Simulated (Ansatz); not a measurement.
The cluster B₈N⁺. The state is a singlet with charge 1. Geometry PBE0-D4/def2-SVP.

```xyz
9

N    -0.414    1.585   -1.910
B     0.116    1.744   -0.696
B    -0.752    0.312   -1.696
B     1.026    0.022    1.766
B    -0.201   -2.002    0.353
B    -0.735   -1.067   -0.823
B     0.569   -1.479    1.624
B     0.629    1.183    0.748
B    -0.239   -0.298    0.633
```

The structure comes from a short search, and lower isomers may exist.

(1) Estimate the orbital energies around the gap (eV) in Ansatz with PBE-D4/def2-SVP, PBE-D4/def2-TZVP, r2SCAN-D4/def2-TZVP, PBE0-D4/def2-SVP, ωB97X-V/def2-TZVP.

Answers

(1) 
| orbital | PBE-D4/def2-SVP | PBE-D4/def2-TZVP | r2SCAN-D4/def2-TZVP | PBE0-D4/def2-SVP | ωB97X-V/def2-TZVP |
| --- | --- | --- | --- | --- | --- |
| HOMO−9 | -17.67 | -17.67 | -18.18 | -19.50 | -22.19 |
| HOMO−8 | -16.02 | -16.00 | -16.44 | -17.67 | -20.23 |
| HOMO−7 | -15.55 | -15.57 | -16.00 | -17.13 | -19.70 |
| HOMO−6 | -14.87 | -14.81 | -15.07 | -16.18 | -18.67 |
| HOMO−5 | -14.49 | -14.45 | -14.78 | -15.95 | -18.39 |
| HOMO−4 | -13.56 | -13.54 | -13.84 | -14.95 | -17.31 |
| HOMO−3 | -13.50 | -13.51 | -13.81 | -14.75 | -17.25 |
| HOMO−2 | -13.26 | -13.25 | -13.39 | -14.09 | -15.92 |
| HOMO−1 | -11.97 | -11.94 | -12.13 | -13.00 | -15.11 |
| HOMO | -11.39 | -11.37 | -11.51 | -12.28 | -14.20 |
| LUMO | -10.82 | -10.77 | -10.63 | -9.97 | -7.79 |
| LUMO+1 | -9.28 | -9.27 | -9.05 | -8.38 | -6.18 |
| LUMO+2 | -7.93 | -7.89 | -7.61 | -6.99 | -4.77 |
| LUMO+3 | -7.45 | -7.44 | -7.18 | -6.53 | -4.34 |
| LUMO+4 | -7.19 | -7.14 | -6.86 | -6.27 | -4.07 |
| LUMO+5 | -6.91 | -6.99 | -6.67 | -5.88 | -3.66 |
